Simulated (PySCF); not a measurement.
A species of formula C6H13FN2Si has this rotational fingerprint, computed with PBE0/pcSseg-1 in PySCF (dipole) on a GFN2-xTB geometry, gas phase:

```
Rotational constants : A = 2215, B = 596.5, C = 535.0 MHz
Dipole components    : |μa| = 0.05 D, |μb| = 1.53 D, |μc| = 0.94 D
Inertial defect      : -130.69 u·Å²
κ                    : -0.93
```

Task: Which structure is it? (One computed conformer of each.)
A. `[CH2:1]=[C:2]([F:3])[Si@@H:4]1[NH:5][CH2:6][C@@H:7]1[N:8]([CH3:9])[CH3:10]` with C1–C2–Si4–N5 62°, C6–C7–N8–C9 67°
B. `[CH3:1][C:2]1=[N:3][N:4]([SiH:5]([CH3:6])[CH3:7])[CH2:8][C@H:9]1[F:10]` with N3–N4–Si5–C6 26°
C. `[CH2:1]=[CH:2][CH2:3][Si@@H:4]1[NH:5][CH2:6][C@H:7]([CH2:8][F:9])[NH:10]1` with C1–C2–C3–Si4 -101°, C2–C3–Si4–N5 -75°, C6–C7–C8–F9 -178°, C3–Si4–N5–C6 -143°, Si4–N5–C6–C7 36°, N5–C6–C7–C8 83°, C6–C7–N10–Si4 24°

Result: C. It is C=CC[Si@@H]1NC[C@H](CF)N1, a near-prolate asymmetric top, point group C1. The candidates at the same level (rigid rotor, commonest isotopes):

```tsv
SMILES	A (MHz)	B (MHz)	C (MHz)	μa (D)	μb (D)	μc (D)	Δ (u·Å²)	point group	rotor
CC1=NN([SiH](C)C)C[C@H]1F	1977	694.0	555.9	0.58	0.72	1.08	-74.70	C1	asymmetric top
C=C(F)[Si@@H]1NC[C@@H]1N(C)C	1638	836.8	653.1	2.11	0.29	0.62	-138.78	C1	asymmetric top
C=CC[Si@@H]1NC[C@H](CF)N1	2215	596.5	535.0	0.05	1.53	0.94	-130.69	C1	near-prolate asymmetric top
```

`C=C(F)[Si@@H]1NC[C@@H]1N(C)C` has B 40 % too high; `CC1=NN([SiH](C)C)C[C@H]1F` has B 16 % too high. No structure here is proved a minimum.
